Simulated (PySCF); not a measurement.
Compound: C4H12BP.
SMILES: `CCCB(C)P`

Torsions of this conformer, `[CH3:1][CH2:2][CH2:3][B:4]([CH3:5])[PH2:6]`: C1–C2–C3–B4 -176°, C2–C3–B4–C5 20°, H–P6–B4–C3 -138°, H–P6–B4–C3 -38°.

The closed-shell ground state was solved at several levels (PySCF, density fitting, gas phase, non-relativistic). One conformer (not necessarily the lowest) at the PBE0-D3(BJ)/def2-SVP geometry, without solvent, vibrations or thermal averaging.

```csv
level,basis functions,total energy (Eh),HOMO (eV),LUMO (eV),gap (eV),dipole (D)
CAM-B3LYP/def2-SVPD,220,-525.5171,-8.31,0.25,8.56,1.23
KT2/pcSseg-1,169,-531.9311,-6.01,-1.80,4.21,1.26
```

Question: Estimate the row for PBE0/pcSseg-1, a basis of 169 functions; the other rows only guide the guess.

Answer: Total energy -525.4560 Eh, HOMO -7.05 eV, LUMO -0.86 eV, gap 6.19 eV, dipole 1.40 D.

Question: Over all these levels, which gives the widest orbital gap and which the narrowest?

Answer: CAM-B3LYP/def2-SVPD (range-separated hybrid) has the widest, 8.56 eV, and KT2/pcSseg-1 (GGA) the narrowest, 4.21 eV. Functional and basis both differ between the two, so the spread mixes both effects.

Question: How far do the dipole and the HOMO energy spread over the levels?

Answer: The dipole runs from 1.23 to 1.40 D (mean 1.30 D) and the HOMO from -8.31 to -6.01 eV.
